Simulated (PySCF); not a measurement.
Compound: C2H7BrOSi2.
Atom-mapped SMILES: `[SiH3:1][O:2][SiH2:3]/[CH:4]=[CH:5]/[Br:6]` (hydrogens: H7, H8, H9 on Si1; H10, H11 on Si3; H12 on C4; H13 on C5)

Method: PySCF 2.14.0, PBE0-D3(BJ)/def2-SVP geometry optimisation, gas phase; density fitting, grid level 1; the optimiser is geomeTRIC in internal coordinates, started from a GFN2-xTB structure with every atom displaced at random (about 0.01 Å).

Step 0: E = -90001.7628 eV
```
atom  x, y, z in Å  |  force x, y, z in eV/Å
Si1    -1.9826    1.2611    0.5456   -0.508   1.372  -0.073
O2     -1.0462   -0.0239    0.5244    0.570  -0.570  -0.101
Si3    -0.1963   -1.3841    0.5284    2.139   0.094   0.203
C4      1.6191   -0.9511    0.0148   -2.472  -1.346   0.748
C5      1.9606    0.2664   -0.2937    0.504   2.034  -0.414
Br6     3.7270    0.7484   -0.8100   -0.217   0.033   0.037
H7     -2.4818    1.4254    1.9105   -0.325   0.274   0.498
H8     -1.1451    2.4175    0.1325   -0.094   0.271  -0.020
H9     -3.0737    1.0316   -0.3984   -0.571   0.126  -0.367
H10    -0.7796   -2.2942   -0.4271   -0.313  -0.796  -0.545
H11    -0.1916   -1.8984    1.9145    0.021  -0.350   0.163
H12     2.3133   -1.7565   -0.0199    0.953  -0.815  -0.079
H13     1.2763    1.1358   -0.2707    0.314  -0.327  -0.048
```

Step 1: E = -90002.0428 eV
```
atom  x, y, z in Å  |  force x, y, z in eV/Å
Si1    -2.0081    1.3173    0.5433    0.124  -0.231  -0.008
O2     -1.0187   -0.0164    0.5220   -0.190   0.259   0.025
Si3    -0.1329   -1.4073    0.5411    0.183  -0.028  -0.197
C4      1.6257   -1.0037    0.0221   -0.108   0.081   0.059
C5      1.9690    0.2494   -0.2908   -0.125  -0.218   0.076
Br6     3.6879    0.7778   -0.8270    0.089   0.026  -0.029
H7     -2.5659    1.5333    1.9119    0.041  -0.050  -0.008
H8     -1.2221    2.5253    0.1474    0.034  -0.055   0.003
H9     -3.1398    1.1444   -0.4174    0.056  -0.047   0.015
H10    -0.7063   -2.4055   -0.4186   -0.018   0.089   0.057
H11    -0.1365   -2.0212    1.9023   -0.023   0.062   0.022
H12     2.3813   -1.8022   -0.0263   -0.081   0.104  -0.007
H13     1.2659    1.0866   -0.2590    0.018   0.008  -0.010
```

Step 2: E = -90002.0505 eV
```
atom  x, y, z in Å  |  force x, y, z in eV/Å
Si1    -2.0202    1.3074    0.5483    0.082  -0.133   0.002
O2     -1.0242   -0.0101    0.5195   -0.072   0.128  -0.004
Si3    -0.1337   -1.3947    0.5334   -0.012   0.022  -0.037
C4      1.6129   -0.9859    0.0238    0.048  -0.019   0.008
C5      1.9844    0.2545   -0.2951   -0.056  -0.041   0.015
Br6     3.7257    0.7313   -0.8251   -0.009   0.016   0.003
H7     -2.5669    1.5025    1.9227   -0.003   0.002   0.004
H8     -1.2347    2.5138    0.1529    0.000   0.008   0.000
H9     -3.1464    1.1152   -0.4112   -0.004   0.001  -0.002
H10    -0.7172   -2.3851   -0.4210   -0.002   0.008   0.005
H11    -0.1443   -1.9940    1.9007    0.009   0.008   0.011
H12     2.3605   -1.7873   -0.0200    0.004  -0.014  -0.001
H13     1.3036    1.1102   -0.2782    0.015   0.016  -0.005
```

Task: Estimate the geometry and energy of step 3. (The exact step hangs on the optimiser's Hessian estimate; all steps are aligned on step 2, rigid shifts and turns removed.)

Result: E = -90002.0516 eV, largest force 0.091 eV/Å
```
atom  x, y, z in Å  |  force x, y, z in eV/Å
Si1    -2.0060    1.3089    0.5443    0.007  -0.035   0.009
O2     -1.0134   -0.0059    0.5141    0.021   0.035  -0.020
Si3    -0.1308   -1.3948    0.5297   -0.055  -0.063   0.037
C4      1.6173   -1.0008    0.0250    0.026   0.008  -0.011
C5      1.9671    0.2460   -0.2900    0.026   0.046  -0.012
Br6     3.6960    0.7694   -0.8189   -0.006  -0.017   0.005
H7     -2.5489    1.5025    1.9204   -0.010   0.011   0.003
H8     -1.2189    2.5141    0.1477   -0.006   0.013   0.000
H9     -3.1328    1.1155   -0.4138   -0.012   0.010  -0.003
H10    -0.7234   -2.3816   -0.4209   -0.009  -0.009  -0.007
H11    -0.1460   -1.9859    1.9010    0.001  -0.004   0.004
H12     2.3681   -1.7988   -0.0192    0.012   0.006  -0.003
H13     1.2712    1.0894   -0.2686    0.005   0.001  -0.001
```

The energy changes by -0.0010 eV. The first-order estimate −F·Δx gives -0.0030 eV and the mean of the old and new forces, exact on a quadratic surface, -0.0006 eV. The step makes an angle of 81° with the force vector and moves no atom by more than 0.049 Å.

What follows is the cost of the whole optimisation. Hardware: one thread of an Intel Xeon Platinum 8488C (shared host). Cost: 3.9 min wall, 0.57 GiB resident at most.
